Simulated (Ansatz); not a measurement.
`C[SiH](O)[GeH2][OH]` + `CCCCC(C)C` → `CCCCCC(C)C` + `O[SiH2][GeH2][OH]`  (formal exchange of groups at a C–Si bond)

Program: Ansatz. Geometries: PBE0-D4/def2-TZVP. ΔE: electronic, gas phase. CCSD(T)/CBS is the MP2 limit (def2-TZVPP, def2-QZVPP) plus CCSD(T) − MP2 in def2-TZVPP, frozen cores. DFT in def2-TZVPP. For Ge outer-core shells are correlated without core-valence functions, which leaves a few kJ/mol of doubt a bond. Scalar relativity is left out up to krypton. Each species was taken in one conformer, which may not be the lowest.

| level | ΔE (kcal/mol) | difference from CCSD(T)/CBS |
| --- | --- | --- |
| PBE-D4 | 12.5 | 0.7 |
| r2SCAN-D4 | 12.8 | 1.0 |
| PBE0-D4 | 12.3 | 0.5 |
| ωB97X-V | 11.6 | -0.2 |
| B2PLYP | 12.2 | 0.4 |
| PBE | 12.7 | 0.9 |
| MP2/def2-TZVPP | 11.9 | 0.1 |
| SCS-MP2/def2-TZVPP | 11.3 | -0.5 |
| CCSD(T)/def2-TZVPP | 11.5 | -0.3 |
| HF/CBS(def2) | 11.0 | -0.8 |
| CCSD(T)/CBS | 11.8 | 0 |

Largest T1 diagnostic among the species: 0.012.
